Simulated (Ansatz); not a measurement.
Cost and result for the atomization energy of CH₈BNSi₂ (`[SiH3]C1BN[SiH2]1`) (13 atoms, 13 bonds).

```xyz
13

Si   -0.726   -0.523    1.669
C    -0.143   -0.725   -0.085
B     1.355   -0.217   -0.351
N     1.186    0.929   -1.155
Si   -0.535    0.668   -1.263
H    -2.188   -0.777    1.788
H    -0.023   -1.457    2.592
H    -0.460    0.869    2.130
H    -0.356   -1.744   -0.416
H     2.396   -0.675    0.023
H     1.875    1.558   -1.527
H    -1.371    1.803   -0.782
H    -1.009    0.290   -2.622
```

Charge 0, multiplicity 1. The geometry is a stationary point of PBE0-D4/def2-TZVP. Program: Ansatz. All runs use 4 threads of an Arm Neoverse V1 on a shared host. Times are those of one run each, without the atoms' runs, and a repeat can differ threefold. Electronic energies, without spin–orbit coupling; frozen cores. CCSD(T)/CBS adds CCSD(T) − MP2 in def2-TZVPP to the MP2 limit, and its time is that of the two runs behind it. T1 = 0.013. B3LYP takes the VWN-RPA correlation (the form of Gaussian; ORCA's B3LYP/G).

CCSD(T)/CBS is a level of theory with its own doubt, some kJ/mol a heavy atom from the limit and from the frozen cores, so smaller differences don't rank the functionals.

```json
{"level": "PBE0-D4/def2-TZVPP", "functions": "289", "atomization (kcal/mol)": "1106.0", "difference from CCSD(T)/CBS": "0.8", "per bond": "0.1"}
{"level": "PBE-D4/def2-TZVPP (with forces)", "functions": "289", "atomization (kcal/mol)": "1114.6", "difference from CCSD(T)/CBS": "9.4", "per bond": "0.7"}
{"level": "B2PLYP/def2-TZVPP", "functions": "289", "atomization (kcal/mol)": "1094.3", "difference from CCSD(T)/CBS": "-10.9", "per bond": "-0.8"}
{"level": "r2SCAN-D4/def2-TZVPP (with forces)", "functions": "289", "atomization (kcal/mol)": "1108.5", "difference from CCSD(T)/CBS": "3.3", "per bond": "0.3"}
{"level": "ωB97M-V/def2-TZVPP (with forces)", "functions": "289", "atomization (kcal/mol)": "1112.7", "difference from CCSD(T)/CBS": "7.5", "per bond": "0.6"}
{"level": "B3LYP-D4/def2-TZVPP (with forces)", "functions": "289", "atomization (kcal/mol)": "1108.3", "difference from CCSD(T)/CBS": "3.1", "per bond": "0.2"}
{"level": "MP2/def2-QZVPP", "functions": "551", "atomization (kcal/mol)": "1103.9", "difference from CCSD(T)/CBS": "-1.3", "per bond": "-0.1"}
{"level": "ωB97X-V/def2-TZVPP", "functions": "289", "atomization (kcal/mol)": "1114.8", "difference from CCSD(T)/CBS": "9.6", "per bond": "0.7"}
{"level": "CCSD(T)/def2-TZVPP", "functions": "289", "atomization (kcal/mol)": "1076.5", "difference from CCSD(T)/CBS": "-28.7", "per bond": "-2.2"}
{"level": "CCSD(T)/CBS(def2)", "functions": "–", "atomization (kcal/mol)": "1105.2", "difference from CCSD(T)/CBS": "0.0", "per bond": "0.0"}
```

Order the runs by time, with rough figures. (An estimate is asked.)

Ansatz gave: PBE-D4/def2-TZVPP (with forces) 3.5 s; PBE0-D4/def2-TZVPP 4.2 s; B3LYP-D4/def2-TZVPP (with forces) 6.5 s; r2SCAN-D4/def2-TZVPP (with forces) 7 s; B2PLYP/def2-TZVPP 7.5 s; ωB97X-V/def2-TZVPP 11 s; ωB97M-V/def2-TZVPP (with forces) 17 s; MP2/def2-QZVPP 34 s; CCSD(T)/def2-TZVPP 3.6 min; CCSD(T)/CBS(def2) 4.1 min.

From PBE to PBE0 (25 % exact exchange), in def2-TZVPP and without D4, the atomization energy moves by −7.5 kcal/mol: exact exchange takes away binding that semilocal exchange gives to molecules. In def2-TZVPP, CCSD(T) changes the Hartree–Fock value by +245.7 kcal/mol (the triples alone add +13.5 kcal/mol) and MP2 by +255.9 kcal/mol; breaking electron pairs costs correlation energy, which Hartree–Fock lacks. The D4 term adds +12.5 kcal/mol with B3LYP and +6.5 kcal/mol with PBE0; it sums over pairs of atoms, weighted by their polarisabilities, and B3LYP, whose exchange is more repulsive, gets the larger term.
